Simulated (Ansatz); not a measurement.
Stepwise reaction of arsine with water, as a gas-phase model of exchange steps in deposition or etching. ΔE in kJ/mol; ΔG adds harmonic PBE0-D4 terms to CCSD(T)/CBS, at 1 bar.

Isolated molecules relaxed with PBE0-D4/def2-TZVP in Ansatz; ΔE leaves out vibrations. CCSD(T)/CBS is the MP2 limit (def2-TZVPP, def2-QZVPP) plus CCSD(T) − MP2 in def2-TZVPP, frozen cores. This one scheme is used for every species. DFT in def2-TZVPP. B3LYP here is the variant with VWN-RPA as its local correlation; programs differ in this. For As outer-core shells are correlated without core-valence functions, which leaves a few kJ/mol of doubt a bond. Scalar relativity is left out up to krypton. Each species was taken in one conformer, which may not be the lowest.

```csv
step,reaction,PBE-D4,B3LYP-D4,ωB97M-V,CCSD(T)/CBS,ΔG(500 K)
1,`[AsH3]` + H₂O → `O[AsH2]` + H₂,51.7,51.4,54.0,59.3,56.3
2,`O[AsH2]` + H₂O → `O[AsH]O` + H₂,1.3,4.1,5.5,9.2,14.4
```

Problem. By hand: ΔE of the 2 steps together at CCSD(T)/CBS.

Solution. (59.3) + (9.2) = 68.5 kJ/mol, or 34.2 kJ/mol a step.

In ΔE each step is lower than the one before. All are uphill at CCSD(T)/CBS. ΔG lies between 14.4 and 56.3 kJ/mol a step. PBE-D4 differs from CCSD(T)/CBS by -7.9 to -7.6 kJ/mol a step. Isolated molecules leave out the surface, adducts and barriers. Largest T1 diagnostic: 0.013.
